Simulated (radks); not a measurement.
The numbers below are computed, except where a source is named.
Kr2+, configuration [Ar] 3d10 4s2 4p4.

Level of theory: scalar-relativistic Kohn-Sham, SCAN, spin-polarised, spherical densities, finite nucleus; open shells are filled with parallel spins first; meta-GGA in the generalised Kohn-Sham scheme; Fermi nuclear charge, rms radius 4.1884 fm (a radial shooting solver on a logarithmic mesh with Libxc functionals).

Energy parts (eV):
| part | energy |
|---|---|
| total | -75907.130 |
| kinetic | 77647.856 |
| electron-nucleus | -182239.804 |
| Hartree | 31307.722 |
| exchange-correlation | -2622.904 |

Orbitals (lengths in bohr, moments of r in powers of bohr):
| orbital | occ. | eigenvalue (eV) | <r> |
|---|---|---|---|
| 1s up | 1 | -14220.56 | 0.04149 |
| 1s down | 1 | -14220.34 | 0.04149 |
| 2s up | 1 | -1905.718 | 0.1833 |
| 2s down | 1 | -1905.638 | 0.1833 |
| 2p up | 3 | -1685.408 | 0.1601 |
| 2p down | 3 | -1685.215 | 0.1601 |
| 3s up | 1 | -296.2754 | 0.5288 |
| 3s down | 1 | -296.0672 | 0.5289 |
| 3p up | 3 | -225.2484 | 0.5396 |
| 3p down | 3 | -224.9846 | 0.5394 |
| 3d up | 5 | -108.4115 | 0.5553 |
| 3d down | 5 | -108.0442 | 0.5536 |
| 4s up | 1 | -48.2498 | 1.506 |
| 4s down | 1 | -45.5054 | 1.509 |
| 4p up | 3 | -32.4899 | 1.723 |
| 4p down | 1 | -29.8555 | 1.741 |

The highest occupied level is 4p down at -29.855 eV. For comparison, the ionisation energy in NIST's Atomic Spectra Database is 35.84 eV (measured). In exact Kohn-Sham theory the highest level is minus the ionisation energy, but local and semilocal functionals leave it too shallow, through self-interaction and a potential that decays too fast; potentials with the right tail come closer. The electron density at the nucleus is 5.011e+04 e/bohr^3 (large components only). The spin density at the nucleus is 0.1653 e/bohr^3 (1s -0.3379, 2s 0.2426, 3s 0.6079, 4s -0.3474).
